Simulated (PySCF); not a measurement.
Bonds (- single, = double, # triple, : aromatic): C1-C2, C2-C3, C2-Si4, Si4-O5, O5-Si6, Si6-Si7. C1 carries H8, H9, H10; C2 carries H11; C3 carries H12, H13, H14; Si4 carries H15, H16; Si6 carries H17, H18; Si7 carries H19, H20, H21.

[PySCF: σ from GIAO-HF/pcSseg-1; coordinates at the PBE0-D3(BJ)/def2-SVP level; fast rotation and ring inversion assumed for equivalent nuclei; isolated molecule; one conformer; no relativistic terms]

Referencing at the same level of theory: ¹³C (σ = 190.85 ppm) and ¹H (σ = 31.69 ppm) and ²⁹Si (σ = 393.43 ppm) against TMS; H2O for ¹⁷O (σ = 333.31 ppm).

| atoms | nucleus | count | δ (ppm) |
| --- | --- | --- | --- |
| Si7 | ²⁹Si | 1 | -93.2 |
| Si6 | ²⁹Si | 1 | ? |
| Si4 | ²⁹Si | 1 | -14.0 |
| H11 | ¹H | 1 | 0.29 |
| H19/H20/H21 | ¹H | 3 | 3.29 |
| H17/H18 | ¹H | 2 | ? |
| C1/C3 | ¹³C | 2 | 15.8 |
| H8/H9/H10/H12/H13/H14 | ¹H | 6 | 1.00 |
| O5 | ¹⁷O | 1 | -8.8 |
| C2 | ¹³C | 1 | ? |
| H15/H16 | ¹H | 2 | 4.16 |

**Question.** Fill in the missing shifts.

**Answer.** 
- C2: 10.2 ppm, sp3 CH bonded to Si; an electropositive neighbour leaves it electron-rich and shielded
- H17/H18: 4.81 ppm, hydrogen on a silicon bonded to O, Si
- Si6: -30.2 ppm, silicon bonded to O, Si, 2 H

Shifts are as computed. Against solution values, carbons near 30 ppm lie about -0 ppm off and those near 130 ppm about +7 ppm. Of 1309 compounds with measured shifts, 239 miss one by over three times the rms of a fit or turn the order of signals round; such compounds aren't used in these exercises. Experimental scales use liquid or dissolved standards, which lie at an offset from isolated H2O (liquid H2O: subtract about 36 ppm).
